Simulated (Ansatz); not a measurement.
Mulliken charges of Cl$_{2}$GeH$_{4}$OSi, SMILES `Cl[SiH](Cl)[O][GeH3]` from ωB97M-V/def2-TZVPP in Ansatz (PBE0-D4/def2-TZVP geometry).

```tsv
atom	x (Å)	y (Å)	z (Å)	charge (e)
Cl1	-2.436	0.792	0.811	-0.203
Si2	-0.421	1.022	1.082	0.551
Cl3	0.121	-0.141	2.676	-0.203
O4	0.381	0.587	-0.236	-0.468
Ge5	0.555	-0.893	-1.229	0.243
H6	-0.142	2.429	1.402	-0.014
H7	1.111	-1.998	-0.323	0.033
H8	-0.831	-1.246	-1.781	0.033
H9	1.537	-0.495	-2.333	0.028
```

By hand: the dipole of these point charges (1 e Å = 4.8032 D).

Σ q r = (0.249, -0.216, -0.454) e Å, of length 0.561 e Å = 2.69 D.

How does the dipole of the full density compare? (Best estimate.)

The calculation gave: (0.193, -0.167, -0.351) e Å, 2.08 D; the point charges give 1.29 times that, at 0° from its direction.

Point charges leave out the atoms' own dipoles, such as those of lone pairs, and Mulliken's split depends on the basis, so the two needn't agree.
